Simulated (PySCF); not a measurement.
## Sn⁺ (tin, charge +1) across methods

[Kr] 4d10 5s1 5p2, high-spin 4P determinant (an excited configuration). Computed with PySCF 2.14 in aug-cc-pVDZ-PP with ECP28MDF, with scalar relativity through the core potential.

| method | E (hartree) | mean ε 4d β (eV) | mean ε 5s α (eV) | mean ε 5p α (eV) | Σ⟨r²⟩ (bohr²) | ⟨S²⟩ |
| --- | --- | --- | --- | --- | --- | --- |
| TPSS | -213.6693 | -34.609 | -19.606 | -11.735 | 44.83 | 3.751 |
| M06-2X | -213.7116 | -40.087 | -22.403 | -13.668 | 44.63 | 3.750 |
| UHF | -212.92725 | -44.546 | -24.821 | -15.428 | 45.41 | 3.753 |
| PW91 | -213.8308 | -34.666 | -19.663 | -11.765 | 44.82 | 3.751 |
| LDA | -213.3915 | -34.577 | -19.833 | -11.793 | 44.89 | 3.751 |
| r2SCAN | -213.8430 | -35.254 | -20.153 | -12.058 | 44.56 | 3.753 |
| PBE0 | -213.7701 | -37.344 | -21.070 | -12.770 | 44.81 | 3.751 |
| PBE | -213.7476 | -34.592 | -19.582 | -11.718 | 44.90 | 3.751 |
| BLYP | -213.6976 | -34.490 | -19.347 | -11.430 | 44.97 | 3.751 |

Energies and moments cover only the electrons outside the core potential.
